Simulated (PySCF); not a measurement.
Input file for PySCF: R-HF/STO-3G on C2H6 (SMILES CC).

```python
from pyscf import gto, scf, dft, mp
from pyscf.data.elements import chemcore

mol = gto.M(
    atom='''
    C     0.80316508   -0.29005744    3.42419510
    C    -0.59961124    0.21313293    3.09576374
    H     1.42226578   -0.35342240    2.52784708
    H     0.76831973   -1.28334221    3.87427505
    H     1.30455867    0.37670174    4.12736326
    H    -0.57134357    1.21810347    2.66177035
    H    -1.22687470    0.28066300    3.98597742
    H    -1.11484210   -0.46376084    2.40622697
    ''',
    basis='sto-3g',
    charge=0, spin=0, verbose=3, max_memory=1800)
mf = scf.RHF(mol)
mf.conv_tol = 1e-8
mf.max_cycle = 100
mf.kernel()
if not mf.converged:
    mf = mf.newton().run(mf.mo_coeff, mf.mo_occ)
```

Problem. Predict the final total energy.

Solution. -78.3056 hartree.
